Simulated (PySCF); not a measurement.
Isomers of C5H3OS (doublet state). Method used: PySCF, PBE0-D3(BJ)/def2-SVP geometry optimisation, gas phase. One conformer each; no zero-point energy, no entropy. No frequencies were run at this level. Point groups hold within 0.08 Å. The open-shell SCF solutions weren't tested for stability.

Question: Rank from lowest to highest electronic energy at this level (kJ/mol).
A. `O=c1[c]cscc1` [radical]
B. `O=c1c[c]scc1` [radical]

Answer: B (0.0), A (12.9).

Neighbours under 21 kJ/mol apart (O=c1c[c]scc1 and O=c1[c]cscc1) can change places with a better method, another conformer or zero-point energy. Both arise from one parent by loss of a hydrogen atom (O=c1c[c]scc1: H removed from aryl C; O=c1[c]cscc1: H removed from aryl C), so the differences are those of the electronic X–H dissociation energies at this level.

```csv
SMILES,E (Eh),E rel (kJ/mol),dipole (D),point group,"A, B, C (MHz)",⟨S²⟩
O=c1c[c]scc1,-664.89146,0.0,3.25,Cs,"5414, 1893, 1403",0.761
O=c1[c]cscc1,-664.88653,12.9,4.17,Cs,"5404, 1870, 1390",0.763
```

Question: As an exercise, what shares would exp(−E/RT) give at 1000 K from these electronic energies alone (no entropy, no degeneracies)?

Answer: RT = 8.314 kJ/mol: O=c1c[c]scc1 82.6 %, O=c1[c]cscc1 17.4 %.
